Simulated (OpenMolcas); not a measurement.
An atom or ion with 7 electrons was computed by XMS-RASPT2, IPEA 0.25 Eh, imaginary shift 0.1 Eh with spin-orbit coupling (OpenMolcas, ANO-RCC-VTZP, DKH2). The lowest levels that the run gave, each within 12 % of the measured value where one is at hand:

```csv
J,Parity,E (cm-1),g
3/2,odd,0.0,2.002
3/2,odd,19810,0.800
5/2,odd,19810,1.200
3/2,odd,29790,1.334
1/2,odd,29790,0.666
5/2,even,87510,1.601
3/2,even,87570,1.735
1/2,even,87600,2.671
```

Q: Which ion is it, and what are the configurations and terms?

A: N I (Z = 7, neutral; active space 5 electrons in 9 orbitals (RAS2 2s 2p; RAS3 3d, at most 2 electrons)). J, parity and g give the terms where levels are pure, and mixed ones are named by the computed weights; the size of the splittings, set against known spectra of the 7-electron sequence, gives the charge. In order, with the measured energies in cm-1 (NIST Handbook of Basic Atomic Spectroscopic Data): 2s2 2p3 4S* 3/2, 2s2 2p3 2D* 3/2 (19233), 2s2 2p3 2D* 5/2 (19224), 2s2 2p3 2P* 3/2 (28839), 2s2 2p3 2P* 1/2 (28839), 2s 2p4 4P 5/2 (88107), 2s 2p4 4P 3/2 (88151), 2s 2p4 4P 1/2 (88171).

CASPT2 breaks the degeneracy within a term, and the mean is taken; among the terms shown or strongly mixed into the levels shown the widest spread is 59 cm-1 (2s 2p4 4P). Active for correlation alone: 3d; no level in the range computed is led by a configuration that fills it, so any true level of that kind is missing. Measured partners are found by configuration, term and J. A level has none where our copy of the source lacks it or the pairing is in doubt (some pairs that miss far off the trend of their configuration count as doubtful), and it then counts in no deviation. Only configurations of the active space appear.

* marks odd parity.
